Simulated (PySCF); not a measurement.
**C3H9FSi**

C3H9FSi is a small molecule, neutral, singlet. The structure, one conformer, was relaxed in the gas phase by PBE0-D3(BJ)/def2-SVP. No frequency run checks that it is a minimum.

SMILES: C[Si](C)(C)F

Coordinates in Å:
```
C1     -1.752   -0.335   -0.164
Si2     0.096   -0.401    0.093
C3      1.032    0.041   -1.460
C4      0.635    0.637    1.548
F5      0.471   -1.957    0.452
H6     -2.057   -0.995   -0.991
H7     -2.083    0.687   -0.406
H8     -2.286   -0.659    0.743
H9      0.829    1.081   -1.761
H10     0.741   -0.616   -2.295
H11     2.118   -0.063   -1.309
H12     0.111    0.329    2.467
H13     1.717    0.534    1.724
H14     0.419    1.703    1.376
```

Shieldings: GIAO PBE0/pcSseg-2. Shifts are against computed references at the same level: C TMS (σ 184.1 ppm), H TMS (σ 31.24 ppm), Si TMS (σ 341.3 ppm). Core levels by delta-SCF with SCAN, pcX-2 on the ionised atom and pcseg-1 elsewhere, spin-free X2C (2p3/2 is the spin-free 2p value less a third of a first-order spin-orbit splitting); from the vacuum level, for chosen atoms.

(1) Give the shieldings and core levels atom by atom.

(2) By CAM-B3LYP/def2-SVPD (TDDFT singlets, Tamm-Dancoff triplets, ionisation by delta-SCF), where does absorption start, and what does vertical ionisation take?

Results:

(1) 
| atoms | bonded to | σ (ppm) | δ (ppm) | core level (eV) |
| --- | --- | --- | --- | --- |
| C1 C3 C4 | 1 Si + 3 H | 184.2 | 0.0 | 1s 290.23 |
| Si2 | 3 C + 1 F | 302.4 | 38.9 | 2p3/2 107.12 |
| F5 | 1 Si | 351.3 | - | 1s 691.56 |
| H6 H7 H8 | 1 C | 31.06 | 0.19 | - |
| H9 H10 H11 | 1 C | 31.06 | 0.19 | - |
| H12 H13 H14 | 1 C | 31.06 | 0.18 | - |

Values are those of this one static structure, with the three H of a rotating XH3 group averaged; atoms that internal rotation interchanges would show their mean in an NMR spectrum.

(2) The lowest singlet lies at 8.21 eV (f 0.089), the strongest of the first 6 at 8.21 eV (f 0.089), the lowest triplet at 8.01 eV; vertical ionisation takes 10.92 eV.

The 3 runs behind this took 87 s in all, one thread each of Intel Xeon 6975P-C on a shared host, launched as `OMP_NUM_THREADS=1 python cluster_run.py task.json out`.
